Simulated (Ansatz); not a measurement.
A run for Ansatz (a quantum-chemistry and plane-wave program): R-r2SCAN/def2-TZVPPD on HI (SMILES I). Elements past Kr take the def2 small-core potentials; no spin–orbit coupling. Files ending in .json are basis or fitting sets from the Basis Set Exchange.

Ansatz 0.2 input:
```yaml
crystal:
  periodic: [false, false, false]
  atoms:
    - {symbol: I, position_ang: [-0.21468470, -0.51522738, 4.10732811]}
    - {symbol: H, position_ang: [0.54370381, 0.85982159, 3.72948095]}
basis:
  gaussian:
    orbitals: def2-TZVPPD.json
hamiltonian:
  xc: {name: r2SCAN}
scf: {lower_state_search: off}
```

The head of its log:

```
Functional definition: r2SCAN
[...]
these checks for a lower state are left out or cut short: stability, starts, cluster_reference, orbital_swaps, neighbouring_geometries, increment
integrals: 0.01 GiB planned
473 factors; their error is unknown
mean field: 0.15 GiB planned
mean field evaluation 1: about -8120.3537 eV, gradient 6.3e0 eV
mean field evaluation 2: about -8120.3476 eV, gradient 8.5e0 eV
```

Problem. Predict the final total energy.

Solution. -298.4211 hartree.
